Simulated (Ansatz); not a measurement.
```yaml
crystal:
  periodic: [false, false, false]
  atoms:
    - {symbol: O, position_ang: [-1.425687, -0.464781, 1.225327]}
    - {symbol: Mo, position_ang: [-0.363587, 0.268395, 0.198350]}
    - {symbol: O, position_ang: [1.380572, 0.060497, 0.847701]}
    - {symbol: O, position_ang: [-0.095763, -1.144206, -0.998143]}
    - {symbol: F, position_ang: [-1.219451, 1.117535, -1.223633]}
    - {symbol: F, position_ang: [-0.228568, 1.988265, 0.850896]}
    - {symbol: H, position_ang: [1.762344, -0.819521, 0.922051]}
    - {symbol: H, position_ang: [0.282442, -1.063185, -1.878452]}
basis:
  gaussian: {orbitals: def2-TZVPPP}
total_charge: -1
magnetization: {spin_polarized: true, initial_magnetization: 1}
hamiltonian: {xc: {name: r2SCANh}}
accuracy: high
output: {forces: true}
```

```sh
$ ansatz run in.yaml --threads 4 --pin off --events-out ev --progress --plain --max-ram 10444MiB
```

(1) How does Ansatz answer? (Estimate.)

## Answers

(1) The calculation gave: The program refused the input.
```
Error: <dir> can't be read: No such file or directory (os error 2)
```
